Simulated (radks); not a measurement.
These are the eigenvalues of the occupied orbitals of an atom or ion with whole-number occupations (eV). Method: scalar-relativistic Kohn-Sham, r2SCAN, spin-polarised, spherical densities, finite nucleus; meta-GGA in the generalised Kohn-Sham scheme; Fermi nuclear charge, rms radius of each element as measured or else 0.836 A^(1/3) + 0.57 fm; computed with a radial shooting solver on a logarithmic mesh with Libxc functionals.

| orbital | eigenvalue |
|---|---|
| 1s up | -43472.95 |
| 1s down | -43472.94 |
| 2s down | -7055.968 |
| 2s up | -7055.948 |
| 2p down | -6304.911 |
| 2p up | -6304.904 |
| 3s up | -1543.053 |
| 3s down | -1541.721 |
| 3p up | -1304.868 |
| 3p down | -1303.530 |
| 3d up | -974.4873 |
| 3d down | -973.4321 |
| 4s up | -316.1321 |
| 4s down | -312.3754 |
| 4p up | -237.7584 |
| 4p down | -233.9186 |
| 4d up | -125.9645 |
| 4d down | -122.0018 |
| 5s up | -48.3652 |
| 5s down | -46.1054 |
| 5p up | -29.3066 |
| 5p down | -27.6056 |
| 6s up | -8.6678 |
| 4f up | -8.4009 |

Which element is it, and in what charge state? The configuration may be excited. Open shells, if any, are filled with parallel spins first.

Answer. Z = 60, neodymium, charge +1: Nd+ in [Xe] 4f4 6s1. The list shows which subshells hold electrons but not how many an open one holds; the 1s level, -1597.6 hartree, gives Z - s = 56.5 by -(Z - s)^2/2, which with screening and relativity narrows Z to a few neighbours, and the depths of the outer levels then fix element, charge and occupations together.
